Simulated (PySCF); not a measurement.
## Correlation energy of Sn⁺ (tin, charge +1)

[Kr] 4d10 5s2 5p1, 2P determinant. Computed with PySCF 2.14 in aug-cc-pwCVDZ-PP with ECP28MDF (6s5p4d1f, 48 functions), with a scalar-relativistic core potential. Frozen: 4s2 4p6 4d10; 3 electrons correlated.

MP2 pair energies summed by pair of shells (mhartree):

| pair | energy | share (%) |
| --- | --- | --- |
| 5s-5s | -17.21 | 58.7 |
| 5s-5p | -12.11 | 41.3 |

Total MP2 correlation energy: -29.32 mhartree.

Same-spin part -2.04 and opposite-spin part -27.28 mhartree; SCS-MP2 scales them by 1/3 and 6/5 to -33.41 mhartree.
